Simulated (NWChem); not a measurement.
## Basis-set convergence for Au2

SMILES: [Au][Au]
```xyz
2

Au     0.0000     0.0000     1.2732
Au     0.0000     0.0000    -1.2732
```
Charge 0, spin multiplicity 1.

The numbers come from NWChem runs, not from measurements. The geometry was optimised at PBE/def2-SVP with def2 effective core potentials on Au, a minimum by its harmonic frequencies.

Quantity: first vertical ionisation energy at the level G0W0@PBE.

Effective core potentials replace the inner electrons of Au; spin-orbit coupling is left out. GW and range-separated runs recompute their integrals, the others keep them in memory, which bears on the times. The structure started from a generated list of species.

The cost column gives rough processor time relative to def2-SVP; each entry includes its own SCF.

| basis | functions | first vertical ionisation energy (eV) | relative cost |
|---|---|---|---|
| def2-SVP | 64 | [?] | 1 |
| def2-SVPD | 70 | [?] | under 3 |
| def2-TZVP | 80 | 8.50 | under 3 |
| def2-TZVPD | 86 | 8.50 | under 3 |
| def2-TZVPP | 112 | [?] | 4 |

What belongs in the gaps?


- def2-SVP, first vertical ionisation energy (eV): 8.45
- def2-SVPD, first vertical ionisation energy (eV): 8.43
- def2-TZVPP, first vertical ionisation energy (eV): 8.63
